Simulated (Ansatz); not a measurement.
`[NH2][Zn][O][SiH3]` and `[OH][Zn][O][SiH3]` differ in one atom or group.

Ansatz, PBE0-D4/def2-TZVP geometries, multiplicity 1. Each molecule was computed in one conformer, which needn't be the lowest.

Scalar relativity is left out up to krypton.

```tsv
property	`[NH2][Zn][O][SiH3]`
LUMO energy (PBE/def2-TZVPP) / eV	-1.79
HOMO energy (ωB97M-V/def2-TZVPP) / eV	-9.73
HOMO–LUMO gap (PBE0/def2-TZVPP) / eV	6.42
zero-point energy (PBE0-D4/def2-TZVP) / kJ/mol	141.7
HOMO energy (PBE/def2-TZVPP) / eV	-5.99
HOMO energy (PBE0/def2-TZVPP) / eV	-7.34
```

Q: Give the same properties after the change, and the shifts. (Best estimate.)

A: Ansatz gave: 
```csv
property,`[OH][Zn][O][SiH3]`,shift
LUMO energy (PBE/def2-TZVPP) / eV,-2.23,-0.44
HOMO energy (ωB97M-V/def2-TZVPP) / eV,-10.65,-0.92
HOMO–LUMO gap (PBE0/def2-TZVPP) / eV,6.99,0.57
zero-point energy (PBE0-D4/def2-TZVP) / kJ/mol,109.9,-31.8
HOMO energy (PBE/def2-TZVPP) / eV,-6.80,-0.81
HOMO energy (PBE0/def2-TZVPP) / eV,-8.30,-0.96
```

With PBE0 the HOMO falls by 0.96 eV and the LUMO falls by 0.40 eV, so the gap widens by about 0.56 eV. PBE moves the HOMO by -0.81 eV and ωB97M-V by -0.92 eV. The zero-point energy changes by -31.8 kJ/mol with -3 modes.
